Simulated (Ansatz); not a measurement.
Cost and result up the ladder for the cluster B₇H₁₃ (20 atoms). Charge 0, multiplicity 1. Geometry: B3LYP-D4/def2-SVP.

```xyz
20

B     1.149    0.455   -0.412
B    -0.208    0.969    0.640
B    -0.409    0.585   -0.999
B     1.282   -1.199    0.128
B    -1.749    1.471   -0.458
B     0.106   -0.726    1.801
B     0.538   -0.781   -1.459
H     0.454   -1.709    0.986
H     0.840   -1.101   -2.572
H    -1.039    1.395   -1.754
H     2.337   -1.741    0.294
H    -1.769    2.664   -0.326
H    -0.016    1.975    1.256
H     2.087    1.162   -0.648
H     0.960   -0.311    2.527
H    -0.806   -0.677   -1.313
H    -2.788    0.877   -0.596
H     0.606   -1.955   -0.757
H    -0.838    0.094    1.361
H    -0.737   -1.446    2.301
```

Ansatz on 4 threads of Arm Neoverse V1 on a shared host. Times are rough, and most runs start from the orbitals of an earlier one. PBE0-D4/def2-TZVP serves as the yardstick here, not as an exact answer. Differences are given only for rows in sets of like size (and for xTB, whose basis is part of the method), since another set adds its own error. Binding counts from free atoms at the same level (B doublet, H doublet; other spins of the atoms weren't run), without zero-point energy or a counterpoise term.

LC-ωPBE has ω = 0.4 bohr⁻¹. Correlated methods freeze 7 core orbitals. The rows differ in basis, and correlated rows in double-zeta sets carry the largest basis error. Another isomer (singlet) lies 1.39 eV lower at PBE0-D4/def2-TZVP; other spin states weren't run for this one.

Correlated methods converge slowly with the basis, most of all in double-zeta sets.

```csv
level,functions,wall time,binding energy per atom (eV),difference from PBE0-D4/def2-TZVP (eV)
PBE-D4/def2-SVP,163,2 s,3.69,–
PBE0-D4/def2-SVP,163,2.6 s,3.67,–
LC-ωPBE/def2-TZVP,295,4.9 s,3.60,-0.04
PBE0-D4/def2-TZVP,295,5.5 s,3.64,0.00
PBE-D4/def2-TZVP (with forces),295,5.5 s,3.66,0.03
BHLYP-D4/def2-TZVP,295,6 s,3.52,-0.12
MP2/def2-TZVP,295,6 s,3.49,-0.15
r2SCAN-D4/def2-TZVP,295,7.5 s,3.65,0.01
B97M-V/def2-TZVP,295,19 s,3.62,-0.01
CCSD(T)/def2-SVP,163,39 s,3.43,–
```
